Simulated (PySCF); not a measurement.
Si(F)2(OH)(SiH3) (F₂H₄OSi₂), SMILES [Si](F)(F)(O)[SiH3]. Heavy atoms are numbered as in [OH:1][Si:2]([F:3])([F:4])[SiH3:5]. Hydrogens are named by the atom that carries them.

Geometry optimised at B3LYP-D3(BJ)/def2-SVP. This is a generated structure with no PubChem entry under its InChIKey; it may be hypothetical. One conformer was computed; it need not be the lowest.

Level of theory: PBE0/pcSseg-1 (PySCF).

GIAO shieldings, no solvent; atoms alike by connectivity are averaged. δ = σ(ref) − σ: ¹⁷O against H2O (σ = 334.2 ppm); ²⁹Si against TMS (σ = 352.7 ppm); ¹⁹F against CFCl3 (σ = 167.2 ppm); ¹H against TMS (σ = 31.56 ppm), references at their B3LYP-D3(BJ)/def2-TZVP geometries, non-relativistic.

```
nucleus       atoms  count  δ (ppm)
-------  ----------  -----  -------
¹⁷O         O1 (OH)      1     72.3
²⁹Si            Si2      1    -30.3
²⁹Si     Si5 (SiH3)      1   -115.3
¹⁹F              F3      2   -124.7
¹H         H on Si5      3     3.65
¹H          H on O1      1     3.10
```
